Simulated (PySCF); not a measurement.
## Se²⁺: ionisation energy

Se²⁺ [Ar] 3d10 4s2 4p2 (3P) → Se³⁺ [Ar] 3d10 4s2 4p1 (2P), as a difference of total energies. Computed with PySCF 2.14 in x2c-TZVPPall, with scalar relativity by spin-free X2C-1e. Correlated levels: valence and next inner shell: [Ne] frozen. The calculations carry no spin-orbit coupling.

```json
{"method": "UHF", "ionisation energy (eV)": "30.992"}
{"method": "MP2 (valence and next inner shell)", "ionisation energy (eV)": "31.477"}
{"method": "SCS-MP2 (valence and next inner shell)", "ionisation energy (eV)": "31.368"}
{"method": "CCSD (valence and next inner shell)", "ionisation energy (eV)": "31.473"}
{"method": "CCSD(T) (valence and next inner shell)", "ionisation energy (eV)": "31.501"}
```

Task: How much does correlation contribute at CCSD(T) (valence and next inner shell)?

Result: 31.501 − (30.992) = 0.509 eV, measured against UHF.

A first-order spin-orbit estimate (lowest level to lowest level, LS coupling) adds -0.041 eV.

Errors of the correlated levels include the incompleteness of this basis and the frozen core.

For comparison: 31.697 ± 0.019 eV (measured; NIST Atomic Spectra Database, ionization energies).
